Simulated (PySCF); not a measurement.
glyoxal (C₂H₂O₂), singlet, geometry from GFN2-xTB; MP2/6-31G (PySCF).

Input for PySCF:
```python
from pyscf import gto, scf, mp

mol = gto.M(
    atom='''
C     0.020264    0.758340    0.007480
C    -0.020264   -0.758340   -0.007480
O     1.039602    1.385374    0.031588
H    -0.979080    1.228412   -0.005972
O    -1.039602   -1.385374   -0.031588
H     0.979080   -1.228412    0.005972
''',
    basis='6-31g',
    charge=0,
    spin=0,
    verbose=4,
)

mf = scf.RHF(mol)
mf.kernel()

pt = mp.MP2(mf)
pt.kernel()
print('E(MP2) = %.10f' % pt.e_tot)
mf.analyze()
```

What the program printed (banner, timings and long lists left out):

```
PySCF version 2.14.0

[INPUT] verbose = 4
[INPUT] num. atoms = 6
[INPUT] num. electrons = 30
[INPUT] charge = 0
[INPUT] spin (= nelec alpha-beta = 2S) = 0
[INPUT] symmetry False subgroup None
[INPUT] Mole.unit = angstrom
[INPUT] Symbol           X                Y                Z      unit          X                Y                Z       unit  Magmom
[...]
nuclear repulsion = 102.226827694135
number of shells = 24
number of NR pGTOs = 96
number of NR cGTOs = 40
basis = 6-31g
ecp = {}

******** <class 'pyscf.scf.hf.RHF'> ********
method = RHF
initial guess = minao
damping factor = 0
level_shift factor = 0
DIIS = <class 'pyscf.scf.diis.CDIIS'>
diis_start_cycle = 1
diis_space = 8
diis_damp = 0
SCF conv_tol = 1e-09
SCF conv_tol_grad = None
SCF max_cycles = 50
direct_scf = True
direct_scf_tol = 1e-13
Set gradient conv threshold to 3.16228e-05
Initial guess from minao.
init E= -227.200742792726
[...]
cycle= 1 E= -226.250088986874  delta_E= 0.951  |g|= 0.927  |ddm|= 2.57
[...]
cycle= 2 E= -226.322468775356  delta_E= -0.0724  |g|= 0.891  |ddm|=  1.5
[...]
cycle= 3 E= -226.470857654013  delta_E= -0.148  |g|= 0.0615  |ddm|= 0.748
[...]
cycle= 4 E= -226.473195029116  delta_E= -0.00234  |g|= 0.0268  |ddm|= 0.145
[...]
cycle= 5 E= -226.473652303797  delta_E= -0.000457  |g|= 0.0111  |ddm|= 0.0713
[...]
cycle= 6 E= -226.473741747961  delta_E= -8.94e-05  |g|= 0.00231  |ddm|= 0.0386
[...]
cycle= 7 E= -226.473744041646  delta_E= -2.29e-06  |g|= 0.000364  |ddm|= 0.00431
[...]
cycle= 8 E= -226.473744110657  delta_E= -6.9e-08  |g|= 5.18e-05  |ddm|= 0.00109
[...]
cycle= 9 E= -226.473744112201  delta_E= -1.54e-09  |g|= 5.81e-06  |ddm|= 0.000157
[...]
cycle= 10 E= -226.473744112219  delta_E= -1.77e-11  |g|= 7.42e-07  |ddm|= 1.38e-05
[...]
Extra cycle  E= -226.473744112219  delta_E= -1.14e-13  |g|= 2.65e-07  |ddm|= 1.7e-06
converged SCF energy = -226.473744112219

******** <class 'pyscf.mp.mp2.RMP2'> ********
nocc = 15, nmo = 40
E(RMP2) = -226.902412464714  E_corr = -0.428668352495774
E(SCS-RMP2) = -226.893032727295  E_corr = -0.419288615076259
E_corr(same-spin) = -0.109746239906158
E_corr(oppo-spin) = -0.318922112589616
E(MP2) = -226.9024124647
**** SCF Summaries ****
Total Energy =                        -226.473744112218640
Nuclear Repulsion Energy =             102.226827694134968
One-electron Energy =                 -511.450743157266515
Two-electron Energy =                  182.750171350912922
Two-electron Coulomb Energy =          210.182607663954059
DFT Exchange-Correlation Energy =      -27.432436313041137
HOMO-LUMO gap [eV] =                    12.922906545568742
**** MO energy ****
[...]
 ** Mulliken pop on meta-lowdin orthogonal AOs  **
 ** Mulliken pop  **
[...]
 ** Mulliken atomic charges  **
charge of    0C =      0.24243
charge of    1C =      0.24243
charge of    2O =     -0.35234
charge of    3H =      0.10991
charge of    4O =     -0.35234
charge of    5H =      0.10991
Dipole moment(X, Y, Z, Debye): -0.00000, -0.00000, -0.00000
```
